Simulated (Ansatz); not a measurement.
F2H3NOZr (`[NH2][Zr]([OH])([F])[F]`) at its PBE0-D4/def2-TZVP geometry, where that method's forces vanish. The species carries charge 0 and has multiplicity 1. Zr: def2 effective core potential.

```xyz
8

N    -1.2761    0.0921    0.8012
Zr    0.1689   -0.0504   -0.6094
O     1.8385   -0.0198    0.3212
F    -0.0888   -1.6567   -1.6224
F    -0.0165    1.3933   -1.8559
H    -1.1194    0.1620    1.7970
H    -2.2719    0.1050    0.6257
H     2.7653   -0.0255    0.5427
```

Task: What forces (eV/Å) does ωB97M-V/def2-TZVPP give on these atoms in Ansatz 0.2.0? (Best estimate.)

Result: Ansatz gave: 
```
N1  -0.079  0.008  0.073
Zr2 -0.041 -0.004 -0.056
O3   0.175  0.001  0.066
F4  -0.003 -0.064 -0.045
F5   0.000  0.057 -0.054
H6  -0.033 -0.001 -0.022
H7   0.022  0.002  0.038
H8  -0.041  0.001 -0.002
```
